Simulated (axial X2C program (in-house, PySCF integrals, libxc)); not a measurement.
**GaBi: from Re and ωe to a spectrum**

A bond curve at the CCSD(T) level, two-component, was computed with an axial X2C code built on PySCF integrals (basis Bi dyall-cv3z [12s14p10d6f1g], Ga dyall-cv3z [9s9p7d4f1g] (cores contracted in-house)) for the state Ω = 1 (⟨Sz⟩ = 0.62, ⟨Lz⟩ = 0.38 at HF). Its fit gives Re = 2.7666 Å, ωe = 153.6 cm⁻¹, ωexe = 0.286 cm⁻¹ and αe = 1.312e-04 cm⁻¹; the masses are 208.9804 and 68.9256 u. Two-component means X2C with spin–orbit coupling and atomic mean-field Coulomb and Gaunt terms.

Correlated methods: 8 electrons correlated (number of frozen shells: Bi 5 s, 4 p, 3 d, 1 f; Ga 3 s, 2 p, 1 d), 310 virtual spin orbitals or spinors in MP2, 90 natural virtuals in coupled cluster.

(1) Find the reduced mass, Be and the force constant.

(2) Where do the fundamental and the first overtone lie?

(3) Estimate De from a Morse curve and compare with the computed well depth of 1.341 eV to Bi + Ga.

(4) Estimate the centrifugal constant by the Kratzer relation.

(5) A Morse curve ties αe to the other constants (Pekeris). How well does that hold?

Occupations by symmetry block were frozen at the best pattern of an incomplete PBE0 search. Dissociation energies refer to the lowest single-determinant-based atoms at the same level and basis. Coupled cluster ran in a truncated set of natural virtual spinors; the MP2 energy of the rest was added. (T) has no such correction and the atoms are truncated less, which lowers De at CCSD(T) by a hundredth of an eV or more. Other states lie close and PBE0, whose exact exchange favours high spin, may order them wrongly; the determinant shown need not be the ground state. The nearest other 2c determinant of the search, Ω = 2, lies 0.05 eV up at the distance of the search. With several unpaired electrons one determinant need not be a pure state. Open-shell Ω = 0 determinants with evenly filled partner blocks cannot be reached by this program, so the Ω shown need not be the lowest component. This is the Ω = 1 component of a π² triplet; the 0⁺ component is not one determinant and can lie lowest. With the outer-core shells frozen, correlated bond lengths of heavy atoms tend to come out a few hundredths of an ångström too long.

Results:

(1) From the CCSD(T) values: μ = 51.8308 u. Be = 16.8576/(μ Re²) = 0.04249 cm⁻¹. k = 5.8918×10⁻⁷ μ ωe² = 0.72 mdyn/Å.

(2) ν(1←0) = ωe − 2ωexe = 153.0 cm⁻¹; ν(2←0) = 2ωe − 6ωexe = 305.5 cm⁻¹.

(3) De(Morse) = ωe²/(4ωexe) = 2.557 eV against 1.341 eV computed, a ratio of 1.91. The extrapolation overshoots: the well softens faster than a Morse curve, or the lowest atomic limit lies below the one to which the curve heads.

(4) D = 4Be³/ωe² = 1.30e-08 cm⁻¹.

(5) αe(Morse) = 6Be²/ωe × (√(ωexe/Be) − 1) = 1.125e-04 cm⁻¹; the CCSD(T) curve gives 1.312e-04 cm⁻¹, a ratio of 0.86.
